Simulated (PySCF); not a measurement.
## [YbCl4]− relaxed at several levels

Computed with PySCF 2.14.0, def2-SVP on the ligands, density fitting, scalar-relativistic core potentials, no spin-orbit coupling, vacuum. Each row is relaxed at its own level from the same template. Distances are means of the shortest metal–ligand contacts, charges and spins Mulliken's; removal energies are rigid, with the ligand's formal charge and no counterpoise, so too large; for an anion taken off a cation in vacuum most of it is the attraction of opposite charges, and multiply charged cations can part far more cheaply with an electron moved from ligand to metal. lcecp potentials hold a fixed number of 4f electrons in the core, out of states, spins and gaps.

| level | basis on the metal | point group | M–Cl (Å) | charge on M (e) | removal of one Cl (eV) | strongest infrared band, degenerate modes summed (cm⁻¹) | unstable modes (below −25 cm⁻¹) |
| --- | --- | --- | --- | --- | --- | --- | --- |
| r2SCAN | lcecp-1-SVP with ECP59 | Td | 2.493 | 0.72 | 5.15 | – | not given |

(1) What does the calculation give for PBE0, lcecp-1-SVP with ECP59?

One start shape was tried for each, so a minimum needn't be the lowest isomer.

Results:

(1) point group: Td, M–Cl (Å): 2.486, charge on M (e): 0.70, removal of one Cl (eV): 5.13, strongest infrared band, degenerate modes summed (cm⁻¹): 312, unstable modes (below −25 cm⁻¹): 0.
```xyz
5

Yb    0.0000    0.0000    0.0000
Cl    1.4351    1.4351    1.4351
Cl   -1.4351   -1.4351    1.4351
Cl    1.4351   -1.4351   -1.4351
Cl   -1.4351    1.4351   -1.4351
```
